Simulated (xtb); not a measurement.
CH4MgSSe, SMILES [Mg]([S]C)[SeH]. All values are semi-empirical tight-binding results from xtb (GFN2-xTB unless named), good for trends rather than for accurate numbers. Geometry: GFN2-xTB. The structure was generated by enumeration; whether it is a known compound was not checked. The values are those of a single conformer.

For metal compounds this method's bond lengths and energies can be far off.

The orbital gap is 1.88 eV. The zero-point energy is 27.5 kcal/mol and the G − E(el) at 298.15 K (modified RRHO) comes out as 5.6 kcal/mol.
